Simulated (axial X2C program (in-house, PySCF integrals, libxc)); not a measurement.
# CrF⁺: cheaper levels and CCSD(T), 2c

Calculated with an axial X2C code built on PySCF integrals. Two-component (2c) means X2C with spin–orbit coupling and atomic mean-field two-electron Coulomb and Gaunt terms. Basis: Cr dyall-cv3z [9s10p6d3f2g], F dyall-av3z [7s6p3d2f] (cores contracted in-house); Gaussian nuclei, density fitting, unrestricted open shells. Masses: Cr 51.941 u, F 18.998 u.

State: Ω = 2 (⟨Sz⟩ = 2.00, ⟨Lz⟩ = 0.00 at HF); fragments Cr+ + F.

```csv
level,Re (Å),ωe (cm⁻¹),De (eV)
PBE0,1.711,800.6,3.70
HF,1.747,789.4,2.13
MP2,1.736,775.8,3.92
CCSD,1.733,787.5,3.57
B3LYP,1.721,788.9,3.91
```

Correlated methods: 12 electrons correlated (number of frozen shells: Cr 3 s, 2 p; F 1 s), 262 virtual spin orbitals or spinors in MP2, 90 natural virtuals in coupled cluster.

CCSD(T), same Hamiltonian and basis:

Re = 1.733 Å, ωe = 783.6 cm⁻¹, De = 3.72 eV; T1 = 0.020 (Lee–Taylor normalisation).

Problem. Give the differences from CCSD(T) in the columns below.

Solution. 

| level | ΔRe (Å) | Δωe (cm⁻¹) | ΔDe (eV) |
| --- | --- | --- | --- |
| PBE0 | -0.022 | 17 | -0.02 |
| HF | 0.014 | 6 | -1.59 |
| MP2 | 0.003 | -8 | 0.20 |
| CCSD | 0.000 | 4 | -0.15 |
| B3LYP | -0.012 | 5 | 0.19 |

The state is a single determinant with fixed occupations, the lowest that a limited PBE0 search found. De is counted from the lowest determinant-based energies of the atoms at the same level, without counterpoise correction. Density functionals use the spin component along the axis (collinear). Coupled cluster ran in a truncated set of natural virtual spinors; the MP2 energy of the rest was added. (T) has no such correction and the atoms are truncated less, which lowers De at CCSD(T) by a hundredth of an eV or more. In 2c an atomic determinant is not the ground J level, so De misses part of the atomic spin–orbit lowering. This holds for PBE0, B3LYP. Without a current term, density functionals place determinants with orbital angular momentum somewhat too high. With several unpaired electrons one determinant need not be a pure state. Open-shell Ω = 0 determinants with evenly filled partner blocks cannot be reached by this program, so the Ω shown need not be the lowest component.
